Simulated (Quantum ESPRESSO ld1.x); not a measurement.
Lu+, 70 electrons, occupied as [Xe] 4f14 6s1 5f1 (not the ground configuration). Method: Dirac Kohn-Sham, revPBE, spin-unpolarised, spherical densities, point nucleus; open shells fill j = l - 1/2 first; computed with ld1.x of Quantum ESPRESSO 7.5.

Spin-orbit splittings of the eigenvalues, e(l+1/2) - e(l-1/2), with zeta = 2 splitting/(2l+1) and mean radii in bohr:

| shell | occ. | splitting (eV) | zeta (eV) | <r> j=l-1/2 | <r> j=l+1/2 |
|---|---|---|---|---|---|
| 2p | 6 | 1118 | 745.0 | 0.06740 | 0.07502 |
| 3p | 6 | 238.4 | 158.9 | 0.2020 | 0.2162 |
| 3d | 10 | 52.04 | 20.82 | 0.1898 | 0.1942 |
| 4p | 6 | 54.20 | 36.13 | 0.4850 | 0.5177 |
| 4d | 10 | ? | ? | 0.5410 | 0.5525 |
| 4f | 14 | 1.524 | 0.4354 | 0.7115 | 0.7263 |
| 5p | 6 | 7.004 | 4.669 | 1.305 | 1.411 |
| 5f | 1 | 0.002721 | 0.0007775 | 8.349 | 8.359 |

Estimate the 4d splitting.

Answer. 9.894 eV (zeta = 3.958 eV).
